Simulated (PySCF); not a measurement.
Below is a simulated gas-phase C 1s photoelectron spectrum of `c1(occc1)OC(F)F`.

Every computed line was given a Gaussian of 0.5 eV full width at half maximum and an area set by the number of equivalent atoms; the highest printed point is 100. Method: PySCF 2.14.0, delta-SCF UKS SCAN, pcX-2 on the ionised atom, pcseg-1 elsewhere, spin-free X2C.

binding energy (eV), intensity and a bar:
```
    290.0          1 
    290.2          9 ###
    290.4         42 #############
    290.6         90 ###########################
    290.8        100 ##############################
    291.0         60 ##################
    291.2         19 ######
    291.4         15 #####
    291.6         44 #############
    291.8         60 ##################
    292.0         34 ##########
    292.2          8 ##
    292.4          1 
    292.6          0 
    292.8          0 
    293.0          0 
    293.2          2 #
    293.4         15 ####
    293.6         46 ##############
    293.8         59 ##################
    294.0         31 #########
    294.2          7 ##
    294.4          1 
    294.6          0 
    294.8          0 
    295.0          0 
    295.2          0 
    295.4          0 
    295.6          0 
    295.8          0 
    296.0          0 
    296.2          0 
    296.4          0 
    296.6          0 
    296.8          0 
    297.0          0 
    297.2          3 #
    297.4         18 #####
    297.6         50 ###############
    297.8         57 #################
    298.0         27 ########
    298.2          5 ##
    298.4          0
```

Question: Count the maxima, the lines and the sites behind this envelope.

Answer: The curve has 4 maxima (at 290.7, 291.8, 293.8 and 297.7 eV). Under it lie 5 lines from 5 inequivalent carbon sites. At this width some lines have no maximum of their own.

Question: Decompose the envelope and assign each component. Numbering: `[F:1][CH:2]([F:3])[O:4][c:5]1[cH:6][cH:7][cH:8][o:9]1`.

Answer: 
| position (eV) | relative area | line | atoms | environment |
| --- | --- | --- | --- | --- |
| 290.62 | 1 | C 1s | C6 | aromatic CH carbon |
| 290.85 | 1 | C 1s | C7 | aromatic CH carbon |
| 291.77 | 1 | C 1s | C8 | aromatic CH next to a ring oxygen |
| 293.76 | 1 | C 1s | C5 | aromatic carbon bearing oxygen |
| 297.73 | 1 | C 1s | C2 | CHF2 carbon |

Lowest listed C 1s: C6, bonded to 2 C (aromatic in the SMILES) and H. Highest, 7.11 eV above it: C2, bonded to 2 F, O and H. The widest gap between neighbouring values is 3.97 eV, between 293.76 and 297.73 eV. Summing the Pauling electronegativity differences to the bonded atoms, each weighted by its formal bond order, gives -0.35 for the lowest site and +3.40 for the highest; no listed site has a larger sum than the highest.

No satellites, vibrations or lifetime broadening are included. Isolated species at its PBE0-D3(BJ)/def2-SVP geometry (one conformer only).

On one thread of an x86-64 server, on a shared host, this took 83 s.

Conformer computed: `[F:1][CH:2]([F:3])[O:4][c:5]1[cH:6][cH:7][cH:8][o:9]1`: F1–C2–O4–C5 -79°, C2–O4–C5–C6 -179°.
